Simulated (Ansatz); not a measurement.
`[SiH3]S[CH2][GeH3]` + `[SiH3][SeH]` → `[SiH3][Se][GeH3]` + `CS[SiH3]` at 298.15 K and 1 bar (ligand exchange at a Ge–C bond).

Calculated with Ansatz (gas phase, PBE0-D4/def2-TZVP geometries, no zero-point term in ΔE). CBS: MP2 limit from def2 TZ/QZ plus the TZ coupled-cluster correction, frozen cores. For Ge, Se outer-core shells are correlated without core-valence functions, which leaves a few kJ/mol of doubt a bond. Scalar relativity is left out up to krypton. One conformer a species, not always the lowest.

```json
{"species": "`[SiH3]S[CH2][GeH3]`", "CCSD(T)/CBS energy (Eh)": "-2805.83640", "H − E (kJ/mol)": "226.7", "S (J/(mol·K))": "382.1"}
{"species": "`[SiH3][SeH]`", "CCSD(T)/CBS energy (Eh)": "-2692.20088", "H − E (kJ/mol)": "99.8", "S (J/(mol·K))": "286.6"}
{"species": "`[SiH3][Se][GeH3]`", "CCSD(T)/CBS energy (Eh)": "-4769.53721", "H − E (kJ/mol)": "150.8", "S (J/(mol·K))": "367.3"}
{"species": "`CS[SiH3]`", "CCSD(T)/CBS energy (Eh)": "-728.52947", "H − E (kJ/mol)": "184.9", "S (J/(mol·K))": "312.0"}
```

H − E and S are ideal-gas, rigid-rotor, harmonic terms from PBE0-D4/def2-TZVP, for one conformer and one mirror image of each species. 1 Eh = 2625.50 kJ/mol, R = 8.31446 J/(mol·K).

Task: By hand: ΔE, ΔH, ΔS and ΔG.

Result: ΔE = (-4769.53721) + (-728.52947) − (-2805.83640) − (-2692.20088) = -0.02940 Eh = -77.2 kJ/mol. Δ(H − E) = 150.8 + 184.9 − 226.7 − 99.8 = 9.2, so ΔH = -68.0 kJ/mol. ΔS = 367.3 + 312.0 − 382.1 − 286.6 = 10.6 J/(mol·K). ΔG = -68.0 − 298.15 × (10.6)/1000 = -71.2 kJ/mol.

Task: By hand: the equilibrium constant, and the temperature at which ΔG would vanish if ΔH and ΔS stayed fixed.

Result: log₁₀ K = −ΔG/(RT ln 10) = 12.5. ΔH and −TΔS have one sign here, so there is no such temperature.

The number of gas molecules stays the same, so ΔS is small and ΔH decides. A doubt of 5 kJ/mol in ΔE shifts log₁₀ K by 0.9 here. Other conformers and mirror images would add mixing entropy, several J/(mol·K) or more a flexible species. Modes under 60 cm⁻¹, often nearly free rotors, make the harmonic entropy too high. These are equilibria of isolated gas molecules and say nothing of rates. Largest T1 diagnostic: 0.011 (customary marks: 0.02 for closed shells, 0.045 for open ones).

ΔS is within the doubt of such terms, so its sign, and with it that verdict, could turn.
